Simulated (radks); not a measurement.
The numbers below are computed, except where a source is named.
Ti II, configuration [Ar] 3d2 4s1.

Code: a radial shooting solver on a logarithmic mesh with Libxc functionals. Model: scalar-relativistic Kohn-Sham, PBE, spin-unpolarised, spherical densities, point nucleus.

Energy parts (Ry):
| part | energy |
|---|---|
| total | -1706.58892 |
| kinetic | 1720.98958 |
| electron-nucleus | -4046.33071 |
| Hartree | 702.27234 |
| exchange-correlation | -83.52013 |

Orbitals (lengths in bohr, moments of r in powers of bohr; r(max) is where P^2 peaks):
orbital  occ.  eigenvalue (Ry)   r(max)
1s          2        -358.3996  0.04555
2s          2        -39.99646   0.2688
2p          6        -33.18572   0.2195
3s          2         -5.13891   0.8697
3p          6         -3.39211   0.9023
3d          2         -0.83552   0.9789
4s          1         -0.76078    2.749
4p          0         -0.48549    3.356

The highest occupied level is 4s at -10.351 eV. The density falls to 0.001 e/bohr^3 at r = 4.19 bohr. Summed over all electrons, <r^2> = 29.20 bohr^2, which gives a Langevin (diamagnetic) susceptibility term of -23.1 x 10^-6 cm^3/mol. For comparison, the ionisation energy in NIST's Atomic Spectra Database is 13.576 eV (measured). In exact Kohn-Sham theory the highest level is minus the ionisation energy, but local and semilocal functionals leave it too shallow, through self-interaction and a potential that decays too fast; potentials with the right tail come closer.

Beside tabulated values, note that spin-unpolarised runs miss the spin-polarisation part of the exchange energy of open shells.
